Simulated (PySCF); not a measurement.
**Radial density of K⁴⁺ (potassium, charge +4)**

B97-3, [Ne] 3s2 3p3, high-spin 4S determinant. Calculation: PySCF 2.14, in an uncontracted even-tempered set (20 s from 0.13 bohr⁻², ratio 2.5; 13 p from 0.17 bohr⁻², ratio 2.5; 5 d from 1.5 bohr⁻², ratio 2.7; 5 f from 2.3 bohr⁻², ratio 2.7); the spin-free X2C one-electron Hamiltonian (Gaussian nucleus).

```json
{"r (bohr)": "0.00167", "4πr²ρ (e/bohr)": "0.1826", "4πr²(ρα − ρβ)": "0.0000"}
{"r (bohr)": "0.00280", "4πr²ρ (e/bohr)": "0.4745", "4πr²(ρα − ρβ)": "0.0000"}
{"r (bohr)": "0.00472", "4πr²ρ (e/bohr)": "1.201", "4πr²(ρα − ρβ)": "0.0001"}
{"r (bohr)": "0.00793", "4πr²ρ (e/bohr)": "2.906", "4πr²(ρα − ρβ)": "0.0002"}
{"r (bohr)": "0.0133", "4πr²ρ (e/bohr)": "6.504", "4πr²(ρα − ρβ)": "0.0008"}
{"r (bohr)": "0.0224", "4πr²ρ (e/bohr)": "12.74", "4πr²(ρα − ρβ)": "0.0039"}
{"r (bohr)": "0.0378", "4πr²ρ (e/bohr)": "19.93", "4πr²(ρα − ρβ)": "0.0210"}
{"r (bohr)": "0.0635", "4πr²ρ (e/bohr)": "21.89", "4πr²(ρα − ρβ)": "0.1003"}
{"r (bohr)": "0.107", "4πr²ρ (e/bohr)": "16.61", "4πr²(ρα − ρβ)": "0.3598"}
{"r (bohr)": "0.180", "4πr²ρ (e/bohr)": "18.09", "4πr²(ρα − ρβ)": "0.7518"}
{"r (bohr)": "0.302", "4πr²ρ (e/bohr)": "22.28", "4πr²(ρα − ρβ)": "0.4689"}
{"r (bohr)": "0.508", "4πr²ρ (e/bohr)": "9.573", "4πr²(ρα − ρβ)": "0.0802"}
{"r (bohr)": "0.855", "4πr²ρ (e/bohr)": "4.894", "4πr²(ρα − ρβ)": "2.3643"}
{"r (bohr)": "1.44", "4πr²ρ (e/bohr)": "3.419", "4πr²(ρα − ρβ)": "2.0856"}
{"r (bohr)": "2.42", "4πr²ρ (e/bohr)": "0.2469", "4πr²(ρα − ρβ)": "0.1693"}
{"r (bohr)": "4.07", "4πr²ρ (e/bohr)": "0.0002276", "4πr²(ρα − ρβ)": "0.0002"}
```

Densities and radii are taken from the X2C orbitals without a picture-change correction, which distorts them close to the nucleus.
